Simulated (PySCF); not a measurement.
MH for M along the second period

HF with triple-zeta basis sets in PySCF, for the lowest determinant that a PBE0 search found; no spin–orbit coupling. De refers to high-spin ground-configuration atoms. A positive dipole means M(−)H(+).

```
 M         basis  reference  state (unpaired electrons)  Re (Å)  ωe (cm⁻¹)  De (eV)  μ (D)
Li    def2-TZVPP        RHF      singlet (closed shell)   1.607       1429     1.46  -6.06
Be    def2-TZVPP        UHF               doublet (σ ↑)   1.347       2108     2.15  -0.27
 B    def2-TZVPP        RHF      singlet (closed shell)   1.221       2491     2.68   1.80
 C    def2-TZVPP        UHF               doublet (π ↑)   1.105       3035     2.46   1.64
 N    def2-TZVPP        UHF              triplet (π ↑↑)   1.020       3512     2.21   1.68
 O  x2c-TZVPPall        UHF               doublet (π ↑)   0.951       4041     2.95   1.78
 F    def2-TZVPP        RHF      singlet (closed shell)   0.897       4472     4.20   1.92
```

The shortest bond is that of HF (0.897 Å), the longest that of LiH (1.607 Å). HF is bound most strongly (4.20 eV) and LiH least (1.46 eV).

The rows differ in basis set, which adds steps of its own.

The state changes along the series, so neighbouring rows are not always alike in their bonding.

Where the molecule has an RHF reference, its open-shell atoms are computed with UHF. Hartree–Fock leaves out correlation, which carries a large part of most bond energies and some tenths to 1 eV of ionisation energies. States were picked by a PBE0 search and need not be the measured ground states.
